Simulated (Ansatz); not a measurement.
Reaction (substitution at a C–I bond): `F[SiH2]OCI` + H–F → `FCO[SiH2]F` + HI

Calculated with Ansatz (gas phase, PBE0-D4/def2-TZVP geometries, no zero-point term in ΔE). CBS: MP2 limit from def2 TZ/QZ plus the TZ coupled-cluster correction, frozen cores. This one scheme is used for every species. Functionals use def2-TZVPP. Elements past krypton have def2 core potentials. For I outer-core shells are correlated without core-valence functions, which leaves a few kJ/mol of doubt a bond. Each species was taken in one conformer, which may not be the lowest.

`F[SiH2]OCI`:

```xyz
9

F     1.519   -1.423    0.491
Si    0.367   -1.193   -0.587
O    -0.773   -0.201    0.056
C    -0.585    0.996    0.698
I     0.222    2.565   -0.583
H     0.994   -0.600   -1.784
H    -0.329   -2.467   -0.839
H     0.128    0.933    1.519
H    -1.543    1.389    1.028
```

H–F:

```xyz
2

F     0.238   -0.295   -0.261
H    -0.238    0.295    0.261
```

`FCO[SiH2]F`:

```xyz
9

F    -1.889    0.332   -0.331
C    -0.878   -0.302   -1.014
O     0.089   -0.743   -0.141
Si    0.903    0.143    0.973
F     1.595    1.387    0.253
H    -1.308   -1.169   -1.520
H    -0.471    0.420   -1.730
H     0.011    0.685    2.016
H     1.949   -0.754    1.496
```

HI:

Cartesian coordinates in Å:
```
I 0.041 -0.155 -0.789
H -0.041 0.155 0.789
```

```json
{"level": "PBE-D4", "ΔE (kcal/mol)": "3.2"}
{"level": "ωB97M-V", "ΔE (kcal/mol)": "0.1"}
{"level": "CCSD/def2-TZVPP", "ΔE (kcal/mol)": "0.4"}
{"level": "MP2/CBS(def2)", "ΔE (kcal/mol)": "7.7"}
```

(1) What does CCSD(T)/CBS give? (Estimate.)

Largest T1 diagnostic among the species: 0.012.

Results:

(1) Ansatz gave: +4.5 kcal/mol. The listed levels differ from it by -1.3, -4.4, -4.1, 3.2 kcal/mol.

The D4 term adds +2.6 kcal/mol with B3LYP and +1.4 kcal/mol with PBE0; it sums over pairs of atoms, weighted by their polarisabilities, and B3LYP, whose exchange is more repulsive, gets the larger term. From PBE to PBE0 (25 % exact exchange), in def2-TZVPP and without D4, ΔE moves by −0.9 kcal/mol.

B3LYP here is the variant with VWN-RPA as its local correlation; programs differ in this.
